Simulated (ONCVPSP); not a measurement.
**What one change does to a pseudopotential (chlorine (Cl), ONCV)**

```
Element                 : chlorine (Cl)
Generator               : ONCVPSP 4.0.1
Type                    : optimised norm-conserving Vanderbilt (ONCV)
Functional              : PBE
Relativity              : scalar-relativistic
Frozen core             : [Ne]
Valence charge          : 7
Reference configuration : 3s2 3p4.75 (charge +0.25)
Partial waves           : 3s: rc 1.35 bohr, ncon 5, nbas 9, qcut 4.3 1/bohr, 2 projectors, debl 1.4 Ha; 3p: rc 1.15 bohr, ncon 3, nbas 8, qcut 6.8 1/bohr, 2 projectors, debl 2.6 Ha; d scattering state at 0.39 Ha: rc 1.25 bohr, ncon 5, nbas 9, qcut 6.9 1/bohr, 2 projectors, debl 0.3 Ha
Local potential         : polynomial inside 0.90 bohr (lpopt 3, dvloc0 1 Ha)
Core correction         : Teter function, fcfact 3, rcfact 1.75
```

Change: local potential polynomial inside 0.90 bohr (lpopt 3, dvloc0 -3 Ha).

Cutoffs: the cutoffs (Ha) at which the residual kinetic energy of the hardest occupied pseudo-wave falls to 1 and 0.1 mHa per electron; they do not see the model core or the augmentation charge, which bear on the density cutoff. Errors are all-electron minus pseudo energies relative to the spin-unpolarised reference configuration.

Q: What does the change do?

A: The potential gets neither clearly harder nor softer (75 Ha and 114 Ha → 75 Ha and 114 Ha); a bound ghost appears in d, which as a rule spoils a file; the errors of the 4 common tests hardly move. In the separable form a ghost depends on how the local part lies against the semilocal potential of the channel, so the choice of the local part can create or remove one.

| quantity | base | changed |
| --- | --- | --- |
| cutoff, loose | 75 Ha | 75 Ha |
| cutoff, tight | 114 Ha | 114 Ha |
| bound ghosts | none | d |
| GHOST(+) flags under 300 eV | d at 148.2 eV, s at 161.1 eV | s at 112.6 eV |
| error for 3s2 3p5, meV [ΔE -2.47 eV] | +0.5 | +0.5 |
| error for 3s2 3p4, meV [ΔE 11.41 eV] | -1.2 | -1.2 |
| error for 3s2 3p3, meV [ΔE 36.86 eV] | -1.7 | -1.7 |
| error for 3s1 3p6, meV [ΔE 9.69 eV] | -1.4 | -1.5 |
| s: phases at 1.37 bohr within 0.05 rad from the reference energy up to (Ha; the scan ends near 5) | 4.6 | 3.8 |
| p: phases at 1.17 bohr within 0.05 rad from the reference energy up to (Ha; the scan ends near 5) | to the end of the scan | to the end of the scan |
| d: phases at 1.27 bohr within 0.05 rad from the reference energy up to (Ha; the scan ends near 5) | 4.7 | to the end of the scan |
| rms error of d²Exc/dni dnj with the model core, mHa | 2.85 | 2.85 |

 A true bound ghost makes a file unfit for plane-wave use even where its test errors are small: the radial tests pick states by their node count and pass the ghost by.
